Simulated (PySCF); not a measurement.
H₁₀O₂Si₅.
Cartesian coordinates in Å at the GFN2-xTB level; atoms count from 1:
```
atom  x, y, z in Å
Si1   -3.2474    0.0112    0.2846
O2    -1.8906    0.1025   -0.5847
Si3   -0.3229    0.1810   -1.0424
Si4    0.8357    1.8459    0.0783
O5     2.1156    0.9828    0.6257
Si6    2.6437   -0.5710    0.7066
Si7    0.9225   -1.6995   -0.3796
H8    -3.4608    1.3248    0.8916
H9    -4.2934   -0.3417   -0.6711
H10   -3.0548   -1.0243    1.2996
H11   -0.4735    0.3755   -2.4978
H12    0.2676    2.4556    1.2866
H13    1.4566    2.9000   -0.7293
H14    2.8707   -0.7870    2.1380
H15    3.9468   -0.5209    0.0369
H16    0.2429   -2.6729    0.4974
H17    1.4341   -2.5500   -1.4712
```

Computed, not measured: TDDFT B3LYP/def2-SVPD, vertical, gas phase, core orbitals frozen in the response in PySCF. GFN2-xTB frequencies show an imaginary mode (21i cm⁻¹), so this geometry is no minimum at that level.

```tsv
state	E (eV)	ν̃ (cm⁻¹)	f	|μ| (D)	main configurations (H = HOMO, L = LUMO)
S1	4.43	35760	0.0037	0.47	H→L (98%)
S2	5.22	42080	0.035	1.33	H→L+1 (92%)
S3	5.42	43730	0.0085	0.64	H-1→L (94%)
S4	5.69	45930	0.011	0.71	H-2→L (93%)
S5	5.78	46650	0.126	2.40	H→L+2 (93%)
S6	5.86	47220	0.012	0.73	H-3→L (96%)
S7	6.07	48940	0.020	0.93	H-1→L+1 (75%), H-2→L+1 (21%)
S8	6.17	49760	0.013	0.76	H-2→L+1 (74%), H-1→L+1 (20%)
```

Triplets (Tamm–Dancoff): T1 4.08 eV, H→L (97%); T2 4.65 eV, H→L+1 (95%); T3 5.00 eV, H-1→L (88%).

The lowest singlet comes at 280 nm (428 kJ/mol) in the ultraviolet; it is very weak; its leading configuration is HOMO→LUMO (98%). The strongest level in the table is S5 at 5.78 eV (214 nm, f = 0.126). Löwdin shares by element: HOMO silicon 51% or more, oxygen 12% or more (atoms not listed hold the other 37%); LUMO silicon 67% or more (atoms not listed hold the other 33%). Of the 8 states listed, 6 reach f = 0.01 and none stays under 0.0005. Weighted by f, the mean energy of these states is 5.71 eV. The oscillator strengths of these states sum to 0.230; summed over the whole spectrum of an exact calculation they would give the number of electrons, 96 (Thomas–Reiche–Kuhn). The window holds the lowest 8 singlets.

One conformer stands for the species.
